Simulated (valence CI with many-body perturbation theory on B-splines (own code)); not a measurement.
**Questions on Er54+**

Level of theory: configuration interaction combined with many-body perturbation theory (CI+MBPT): four valence electrons over a frozen Dirac-Fock core [Ne], a basis of 11 s, 11 p, 10 d, 8 f, 5 g, 2 h functions for each j, with the one-electron correlation potential Σ1, the two-electron term Σ2, the three-electron term Σ3, Breit, model QED; selected CI, second order for the rest, scaled by the run's own slope (own B-spline code, finite nucleus).

The last digits are not significant, and no measured levels were compared; by estimate large intervals hold to a few tenths of a per cent, small ones and those within an open d or f shell to about a per cent. Among the levels kept, up to 570 cm⁻¹ of a level comes from second order outside the variational space, and about a tenth of that is noise between levels of different J, which matters for small intervals.

Levels are named by their leading jj configuration (3d3/2^4 stands for four electrons in 3d with j = 3/2), which in mixed levels can hold well under half, so a name can repeat and another be missing.

Rates and lifetimes use the calculated energies. Strong lines usually hold to 10 to 20 %, long lifetimes can be off by a factor of two.

Q: What is the ground level?

A: (3s^2 3p1/2^2) J=0, composition 69 % 3s²3p² ³P + 30 % 3s²3p² ¹S.

Q: Where does the other parity begin?

A: At (3s 3p1/2^2 3p3/2) J=2, 377.0 eV.

Q: How well does LS coupling describe the low levels?

A: Among the lowest 20 levels the leading LS term, summed over configurations, holds 58 % on average. For single configurations the figures are 56 % in LS and 93 % in jj coupling. Terms mix most in the J = 2 level at 584.8 eV, where the leading one holds 29 %.

Q: Name the longest-lived excited levels whose lifetime is computed, and their main decay.

A: (3s^2 3p1/2 3p3/2) J=2 at 238.5 eV lives 1.09 μs, mostly by E2 to (3s^2 3p1/2^2) J=0; (3s^2 3p1/2 3p3/2) J=1 at 230.0 eV lives 12.7 ns, mostly by M1 to (3s^2 3p1/2^2) J=0; (3s^2 3p3/2 3d5/2) J=4 at 724.2 eV lives 10.4 ns, mostly by M1 to (3s^2 3p1/2 3d5/2) J=3.

Q: What is the ionisation energy?

A: 5331.3 eV; NIST lists 5329 ± 5 eV (theoretical).
